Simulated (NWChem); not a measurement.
Everything below was run with NWChem. System: C$_{2}$H$_{7}$ClOSi, charge 0, spin multiplicity 1, at a geometry optimised with PBE/def2-SVP. The structure started from a generated list of species. Level: MP2/def2-SVP, 13 core orbitals frozen.

The NWChem input:

```
start mol
memory heap 200 mb stack 800 mb global 1000 mb
geometry units angstroms nocenter noautoz noautosym
  O     -2.375142     0.436223     1.066666
  C     -2.241097    -0.286836    -0.155548
  C     -0.896445    -0.007798    -0.833910
  Si     0.485345     0.032489     0.469115
  Cl     2.322955    -0.147920    -0.526954
  H     -2.403486     1.385721     0.843166
  H     -2.302816    -1.358218     0.129166
  H     -3.095873    -0.090550    -0.846979
  H     -0.656230    -0.774293    -1.601424
  H     -0.901764     0.970464    -1.364627
  H      0.363382    -1.125359     1.415217
  H      0.538113     1.330052     1.219510
end
basis spherical
  * library def2-svp
end
scf
  rhf
  nopen 0
  maxiter 100
  thresh 1e-7
  semidirect memsize 60000000 filesize 0
end
mp2
  freeze core 13
end
task mp2 energy
```

Part of the output:

```
             Northwest Computational Chemistry Package (NWChem) 7.3.0
             --------------------------------------------------------

                                NWChem Input Module
                                -------------------

 Scaling coordinates for geometry "geometry" by  1.889725989
 (inverse scale =  0.529177249)

                             Geometry "geometry" -> ""
                             -------------------------

 Output coordinates in angstroms (scale by  1.889725989 to convert to a.u.)

  No.       Tag          Charge          X              Y              Z
 ---- ---------------- ---------- -------------- -------------- --------------
    1 O                    8.0000    -2.37514200     0.43622300     1.06666600
    2 C                    6.0000    -2.24109700    -0.28683600    -0.15554800
    3 C                    6.0000    -0.89644500    -0.00779800    -0.83391000
    4 Si                  14.0000     0.48534500     0.03248900     0.46911500
    5 Cl                  17.0000     2.32295500    -0.14792000    -0.52695400
    6 H                    1.0000    -2.40348600     1.38572100     0.84316600
    7 H                    1.0000    -2.30281600    -1.35821800     0.12916600
    8 H                    1.0000    -3.09587300    -0.09055000    -0.84697900
    9 H                    1.0000    -0.65623000    -0.77429300    -1.60142400
   10 H                    1.0000    -0.90176400     0.97046400    -1.36462700
   11 H                    1.0000     0.36338200    -1.12535900     1.41521700
   12 H                    1.0000     0.53811300     1.33005200     1.21951000

 Effective nuclear repulsion energy (a.u.)     283.9246332098

            Nuclear Dipole moment (a.u.)
            ----------------------------
        X                 Y               Z
 ---------------- ---------------- ----------------
     0.0000056692     0.0000056692     0.0000018897


 Summary of "ao basis" -> "" (spherical)
 ------------------------------------------------------------------------------
       Tag                 Description            Shells   Functions and Types
 ---------------- ------------------------------  ------  ---------------------
 *                          def2-svp                  on all atoms

 Summary of "ao basis" -> "ao basis" (spherical)
 ------------------------------------------------------------------------------
       Tag                 Description            Shells   Functions and Types
 ---------------- ------------------------------  ------  ---------------------
 O                          def2-svp                 6       14   3s2p1d
 C                          def2-svp                 6       14   3s2p1d
 Si                         def2-svp                 8       18   4s3p1d
 Cl                         def2-svp                 8       18   4s3p1d
 H                          def2-svp                 3        5   2s1p

                                 NWChem SCF Module
                                 -----------------

  ao basis        = "ao basis"
  functions       =   113
  atoms           =    12
  closed shells   =    29
  open shells     =     0
  charge          =   0.00
  wavefunction    = RHF
  use symmetry    = F
  symmetry adapt  = F

 Summary of "ao basis" -> "ao basis" (spherical)
 ------------------------------------------------------------------------------
       Tag                 Description            Shells   Functions and Types
 ---------------- ------------------------------  ------  ---------------------
 O                          def2-svp                 6       14   3s2p1d
 C                          def2-svp                 6       14   3s2p1d
 Si                         def2-svp                 8       18   4s3p1d
 Cl                         def2-svp                 8       18   4s3p1d
 H                          def2-svp                 3        5   2s1p

 Forming initial guess at       0.1s

      Superposition of Atomic Density Guess
      -------------------------------------

 Sum of atomic energies:        -901.49779152

      Non-variational initial energy
      ------------------------------

 Total energy =    -903.690988
 1-e energy   =   -1807.940324
 2-e energy   =     620.324703
 HOMO         =      -0.333495
 LUMO         =       0.061819

 Starting SCF solution at       2.2s

 ----------------------------------------------
         Quadratically convergent ROHF

 Convergence threshold     :          1.000E-07
 Maximum no. of iterations :          100
 Final Fock-matrix accuracy:          1.000E-09
 ----------------------------------------------

              iter       energy          gnorm     gmax       time
             ----- ------------------- --------- --------- --------
                 1     -902.7254597571  9.89D-01  1.45D-01      2.5
                 2     -902.7886021226  4.33D-01  9.13D-02      2.7
                 3     -902.7995185250  2.52D-02  4.03D-03      3.2
                 4     -902.7995800685  5.28D-04  1.03D-04      3.9
                 5     -902.7995801080  1.09D-07  1.51D-08      5.5
                 6     -902.7995801080  4.80D-09  8.40D-10      6.3

       Final RHF  results
       ------------------

         Total SCF energy =   -902.799580108005
      One-electron energy =  -1811.286052247793
      Two-electron energy =    624.561838929952
 Nuclear repulsion energy =    283.924633209835

        Time for solution =      4.1s

             Final eigenvalues
             -----------------

              1
    1 -104.7720
    2  -68.7989
    3  -20.5706
    4  -11.3035
    5  -11.2389
    6  -10.5358
    7   -8.0103
    8   -8.0079
    9   -8.0079
   10   -6.1651
   11   -4.2764
   12   -4.2747
   13   -4.2745
   14   -1.3563
   15   -1.0774
   16   -1.0113
   17   -0.8517
   18   -0.7181
   19   -0.6714
   20   -0.6417
   21   -0.6259
   22   -0.5582
   23   -0.5190
   24   -0.5033
   25   -0.5012
   26   -0.4792
   27   -0.4715
   28   -0.4356
   29   -0.4229
   30    0.1456
   31    0.1747
   32    0.1981
   33    0.2069
   34    0.2157
   35    0.2219
   36    0.2321
   37    0.2545
   38    0.2741
   39    0.3591

                       ROHF Final Molecular Orbital Analysis
                       -------------------------------------

 Vector   27  Occ=2.000000D+00  E=-4.715331D-01
              MO Center= -9.6D-01,  1.1D-01,  1.6D-01, r^2= 5.8D+00
   Bfn.  Coefficient  Atom+Function         Bfn.  Coefficient  Atom+Function
  ----- ------------  ---------------      ----- ------------  ---------------
     4      0.437977   1 O  px                7      0.354522   1 O  px
    73     -0.300729   5 Cl pz               70     -0.220072   5 Cl pz
    18     -0.205794   2 C  px               31     -0.183577   3 C  s
    89      0.182098   8 H  s                32      0.156338   3 C  px

 Vector   28  Occ=2.000000D+00  E=-4.356154D-01
              MO Center=  1.7D+00, -9.3D-02,  6.8D-03, r^2= 3.0D+00
   Bfn.  Coefficient  Atom+Function         Bfn.  Coefficient  Atom+Function
  ----- ------------  ---------------      ----- ------------  ---------------
    72      0.562731   5 Cl py               69      0.385504   5 Cl py
    66      0.224598   5 Cl py              104      0.206409  11 H  s
   109     -0.190228  12 H  s               105      0.172889  11 H  s
   110     -0.164035  12 H  s

 Vector   29  Occ=2.000000D+00  E=-4.228714D-01
              MO Center=  4.0D-01, -2.7D-02, -2.8D-01, r^2= 5.0D+00
   Bfn.  Coefficient  Atom+Function         Bfn.  Coefficient  Atom+Function
  ----- ------------  ---------------      ----- ------------  ---------------
    73      0.375592   5 Cl pz               32      0.258213   3 C  px
    70      0.251541   5 Cl pz               71      0.251906   5 Cl px
    68      0.172777   5 Cl px               18     -0.166767   2 C  px
    31      0.167538   3 C  s                89      0.167564   8 H  s
    35      0.156493   3 C  px               52     -0.154389   4 Si pz

 Vector   30  Occ=0.000000D+00  E= 1.456282D-01
              MO Center= -1.3D+00,  5.6D-01, -4.4D-02, r^2= 6.8D+00
   Bfn.  Coefficient  Atom+Function         Bfn.  Coefficient  Atom+Function
  ----- ------------  ---------------      ----- ------------  ---------------
    31      1.179406   3 C  s                17      1.151592   2 C  s
   100     -0.758392  10 H  s                80     -0.726446   6 H  s
    90     -0.706585   8 H  s                53      0.574729   4 Si px
    95     -0.536352   9 H  s                85     -0.484165   7 H  s
     3      0.420499   1 O  s               110     -0.394610  12 H  s

 Vector   31  Occ=0.000000D+00  E= 1.747147D-01
              MO Center=  2.4D-01,  1.5D-01,  2.3D-02, r^2= 4.8D+00
   Bfn.  Coefficient  Atom+Function         Bfn.  Coefficient  Atom+Function
  ----- ------------  ---------------      ----- ------------  ---------------
    31      1.481468   3 C  s                55      1.242654   4 Si pz
   100     -0.740157  10 H  s                64      0.614309   5 Cl s
    46     -0.525625   4 Si s                71     -0.503801   5 Cl px
    53     -0.460566   4 Si px              110     -0.414824  12 H  s
   105     -0.396814  11 H  s                95     -0.283136   9 H  s

 Vector   32  Occ=0.000000D+00  E= 1.980790D-01
              MO Center= -5.9D-01,  1.1D-01,  3.4D-01, r^2= 7.1D+00
   Bfn.  Coefficient  Atom+Function         Bfn.  Coefficient  Atom+Function
  ----- ------------  ---------------      ----- ------------  ---------------
    53      0.836540   4 Si px               54     -0.823108   4 Si py
   105     -0.760450  11 H  s                31      0.750389   3 C  s
    80      0.721059   6 H  s                85     -0.687997   7 H  s
    95     -0.679660   9 H  s               100      0.532589  10 H  s
    55      0.482192   4 Si pz              110      0.458298  12 H  s

 center of mass
 --------------
 x =   0.18286393 y =  -0.00827132 z =  -0.00553936

 moments of inertia (a.u.)
 ------------------
         233.456718694636          72.438819852196         214.240662604264
          72.438819852196        1532.133900629806         -43.671494538178
         214.240662604264         -43.671494538178        1393.235958310487

  Mulliken analysis of the total density
  --------------------------------------

    Atom       Charge   Shell Charges
 -----------   ------   -------------------------------------------------------
    1 O    8     8.47   1.99  1.06  0.73  2.83  1.85  0.01
    2 C    6     5.75   1.99  0.87  0.17  1.95  0.69  0.07
    3 C    6     6.44   1.99  0.86  0.38  2.05  1.14  0.03
    4 Si  14    13.13   2.00  1.99  0.97  0.06  5.94  1.17  0.73  0.28
    5 Cl  17    17.39   2.00  1.99  1.19  0.77  5.94  2.09  3.38  0.02
    6 H    1     0.80   0.67  0.05  0.07
    7 H    1     0.95   0.76  0.17  0.02
    8 H    1     0.96   0.76  0.18  0.02
    9 H    1     0.92   0.73  0.16  0.03
   10 H    1     0.93   0.74  0.17  0.03
   11 H    1     1.13   0.74  0.38  0.01
   12 H    1     1.14   0.74  0.38  0.01

       Multipole analysis of the density wrt the origin
       ------------------------------------------------

     L   x y z        total         open         nuclear
     -   - - -        -----         ----         -------
     0   0 0 0      0.000000      0.000000     58.000000

     1   1 0 0     -0.876971      0.000000      0.000006
     1   0 1 0      0.340582      0.000000      0.000006
     1   0 0 1     -0.474032      0.000000      0.000002

     2   2 0 0    -38.032829      0.000000    705.101694
     2   1 1 0     -1.351340      0.000000    -35.686360
     2   1 0 1      3.960331      0.000000    -98.428538
     2   0 2 0    -31.921195      0.000000     38.399871
     2   0 1 1      0.375015      0.000000     23.505859
     2   0 0 2    -36.351006      0.000000    109.214382

                   NWChem MP2 Semi-direct Energy/Gradient Module
                   ---------------------------------------------

  Basis functions       =    113
  Molecular orbitals    =    113
  Frozen core           =     13
  Frozen virtuals       =      0
  Active alpha occupied =     16
  Active beta occupied  =     16
  Active alpha virtual  =     84
  Active beta virtual   =     84
  Use MO symmetry       = F
  Use skeleton AO sym   = F

  AO/Fock/Back tols     =   1.0D-09  1.0D-09  1.0D-09

 GA uses MA = F    GA memory limited = T

 Available:
  local mem=  1.15D+08
 global mem=  1.31D+08
 local disk=  0.00D+00
  mp2_memr nvloc                    84
  nvloc new                    84
   1 passes of  16:        3145728                      60320                  27165330.
   1 passes of  16: M    114683537           G      131046462           F     111537809.

 Semi-direct pass number   1 of   1  for RHF alpha+beta  at        6.4s
  vrange nnbf                  5940
  mp2_eaftype                   103  avail_ma_in_mb                   999
 EAF : mp2_eaftype filesize         103   13582665.
  mp2_eaf for mointskh                    103
Node 0 wrote     63.9 Mb in      0.0 s     Agg I/O rate:  1911.4 Mb/s
 Done moints_semi at       12.6s
  mp2_eaftype                   103  avail_ma_in_mb                   896
 EAF : mp2_eaftype filesize         103   13582665.
  mp2_eaf for kh                   103
 Done maket at       13.1s
 Done multipass loop at       13.1s

          -------------------------------------------
          SCF energy                -902.799580108005
          Correlation energy          -0.703684539342
          Singlet pairs               -0.452954586088
          Triplet pairs               -0.250729953254
          Total MP2 energy          -903.503264647347
          -------------------------------------------

          ---------------------------------------------------
                    Spin Component Scaled (SCS) MP2
          Same spin pairs                     -0.167153302169
          Same spin scaling factor             0.333333333333
          Opposite spin pairs                 -0.536531237173
          Opposite spin scaling fact.          1.200000000000
          SCS-MP2 correlation energy          -0.699555251997
          Total SCS-MP2 energy              -903.499135360002
          ---------------------------------------------------

 -----------------------
 Performance information
 -----------------------

 Timer overhead =  2.34D-07 seconds/call

               Nr. of calls         CPU time (s)                 Wall time (s)                GFlops
             ---------------    -------------------     ------------------------------   -------------------
Name         Min   Avg   Max    Min     Avg     Max     Min     Avg     Max   Mx/calls   Min     Max     Sum
mp2: moin     1     1     1    6.2     6.2     6.2      6.2     6.2     6.2     6.2      0.0     0.0     0.0
mp2: make     1     1     1   0.50    0.50    0.50     0.50    0.50    0.50    0.50      0.0     0.0     0.0
mp2: tota     1     1     1    6.7     6.7     6.7      6.7     6.7     6.7     6.7      0.0     0.0     0.0

 The average no. of pstat calls per process was 3.00D+00
 with a timing overhead of 7.02D-07s

 Task  times  cpu:       13.1s     wall:       13.1s

 Total times  cpu:       13.1s     wall:       13.1s
```
